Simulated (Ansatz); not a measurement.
B₄N₃, relaxed as a doublet with UKS PBE-D4/def2-SVP in Ansatz, starting from the GFN1-xTB geometry. Force threshold 0.02 eV/Å.

The structure comes from a short search, and lower isomers may exist.

Start:

```xyz
7

B    -0.6811    0.4365   -1.0711
B     1.5680    0.1268   -0.4808
B    -1.0223   -0.0316    0.8732
B     1.1938   -0.7854    0.8001
N    -1.7218    0.4137   -0.2006
N     0.0682   -0.4673    1.4964
N     0.5953    0.3072   -1.4173
```

Estimate the energy that the relaxation releases and the steps that it takes.

0.80 eV, in 26 steps; 11 s on 4 threads of AMD EPYC 9R45 on a shared host. No frequencies were taken in this run, so the end may be a saddle point.

Does the start keep its bonding and symmetry?

Bonds formed: B1–B2, B3–B4 (atoms count from 1).

Predict the relaxed structure.


```xyz
7

B    -0.492    0.450   -1.005
B     1.267   -0.016   -0.611
B    -0.855   -0.142    0.840
B     0.972   -0.496    0.886
N    -1.590    0.363   -0.196
N     0.000   -0.649    1.818
N     0.698    0.490   -1.731
```
Bond lengths: 6 × B–N 1.35 to 1.39 Å; 4 × B–B 1.60 to 1.97 Å.
